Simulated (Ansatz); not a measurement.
Breaking the Sb1–Sb2 bond in Sb2 (multiplicity 1 held). Energies count from the point at 2.488 Å.


U- levels take the lowest unrestricted solution at each point, which mixes spins at long bonds. Active spaces are followed from rest. Curves can end on different states.

Cores are frozen in the correlated methods. Filled d and f shells under p-block atoms count as core.

Programs: Ansatz (a quantum-chemistry and plane-wave program). Each number belongs to the level named beside it. In def2 rows elements past Kr take small-core potentials, without spin–orbit coupling.

Energies in kJ/mol.

| R (Å) | U-r2SCAN/def2-TZVPP | U-CCSD(T)/def2-TZVPP | FIC-MRCISD on CASSCF(10,8)/def2-TZVPP | FIC-MRCISD+Q on CASSCF(10,8)/def2-TZVPP |
|---|---|---|---|---|
| 1.990 | 414 | 455 | 470 | 472 |
| 2.239 | 69 | 84 | 94 | 95 |
| 2.488 | 0 | 0 | 0 | 0 |
| 2.737 | 31 | 30 | 20 | 20 |
| 2.986 | 82 | 83 | 76 | 75 |
| 3.359 | 156 | 150 | 154 | 154 |
| 3.732 | 209 | 191 | 201 | 203 |
| 4.354 | 249 | 215 | 232 | 235 |
| 4.976 | 260 | 221 | 240 | 244 |
| 5.722 | 264 | 223 | 243 | 246 |
| 6.718 | 265 | 224 | 243 | 247 |
| 7.962 | 265 | 224 | 244 | 247 |
| 9.952 | 265 | 224 | 244 | 247 |

Doubts at one or more of the structures used: a spin-contaminated determinant (U-r2SCAN/def2-TZVPP, U-CCSD(T)/def2-TZVPP); T1 above 0.05 (U-CCSD(T)/def2-TZVPP); the program's own flag: large difference (U-CCSD(T)/def2-TZVPP).
